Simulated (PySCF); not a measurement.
Molfile (atoms numbered from 1):
```
C5H6Cl2O
     RDKit          3D

 14 13  0  0  0  0  0  0  0  0999 V2000
    2.7926    0.2041   -0.2059 C   0  0  0  0  0  0  0  0  0  0  0  0
    1.5831   -0.0847    0.2415 C   0  0  0  0  0  0  0  0  0  0  0  0
    0.4788    0.0761   -0.5475 O   0  0  0  0  0  0  0  0  0  0  0  0
   -0.7616    0.0800    0.0138 C   0  0  0  0  0  0  0  0  0  0  0  0
   -1.0670    0.3327    1.2805 C   0  0  0  0  0  0  0  0  0  0  0  0
   -1.7838   -0.2596   -1.0354 C   0  0  0  0  0  0  0  0  0  0  0  0
   -2.2173   -1.9911   -0.9011 Cl  0  0  0  0  0  0  0  0  0  0  0  0
   -3.2462    0.7229   -0.8905 Cl  0  0  0  0  0  0  0  0  0  0  0  0
    2.9414    0.6159   -1.1877 H   0  0  0  0  0  0  0  0  0  0  0  0
    3.6595    0.0243    0.4001 H   0  0  0  0  0  0  0  0  0  0  0  0
    1.4059   -0.5033    1.2243 H   0  0  0  0  0  0  0  0  0  0  0  0
   -2.0894    0.2986    1.6044 H   0  0  0  0  0  0  0  0  0  0  0  0
   -0.3285    0.5942    2.0153 H   0  0  0  0  0  0  0  0  0  0  0  0
   -1.3679   -0.1105   -2.0340 H   0  0  0  0  0  0  0  0  0  0  0  0
  1  2  2  0
  2  3  1  0
  3  4  1  0
  4  5  2  0
  4  6  1  0
  6  7  1  0
  6  8  1  0
  1  9  1  0
  1 10  1  0
  2 11  1  0
  5 12  1  0
  5 13  1  0
  6 14  1  0
M  END
```

Geometry: GFN2-xTB; GIAO absolute shieldings from PySCF 2.14.0 with density-fitted response routines, gas phase, non-relativistic, averaged over equivalent atoms.

At BLYP/MINI (54 basis functions, 11 s wall time on 1 thread of an Intel Xeon Platinum 8488C, shared host):
```
  atoms  σ (ppm)
     C4     90.7
     C2     94.1
     C1    127.2
     C5    129.7
     C6    144.1
     O3    159.2
Cl7/Cl8    633.4
    H11    23.76
     H9    25.22
    H12    25.25
    H10    25.36
    H14    25.49
    H13    25.78
```

Q: Estimate the result of repeating the calculation with mPW1PW91/MINI.

A: 
| atoms | σ at mPW1PW91/MINI | change |
| --- | --- | --- |
| C4 | 95.5 | +4.8 |
| C2 | 98.3 | +4.2 |
| C1 | 131.3 | +4.1 |
| C5 | 133.8 | +4.1 |
| C6 | 157.6 | +13.5 |
| O3 | 192.1 | +32.9 |
| Cl7/Cl8 | 720.2 | +86.8 |
| H11 | 23.82 | +0.06 |
| H9 | 25.09 | -0.13 |
| H12 | 25.16 | -0.09 |
| H10 | 25.22 | -0.14 |
| H14 | 25.73 | +0.24 |
| H13 | 25.66 | -0.12 |

The largest change is at Cl7/Cl8 (chlorine bonded to C). Cost: 54 basis functions, 6.5 s wall time on 1 thread of an Intel Xeon Platinum 8488C, shared host. The order of the carbon signals is the same at both levels.

Carbons that carry Cl, above all several Cl atoms, come out too deshielded, partly because spin–orbit coupling is missing.
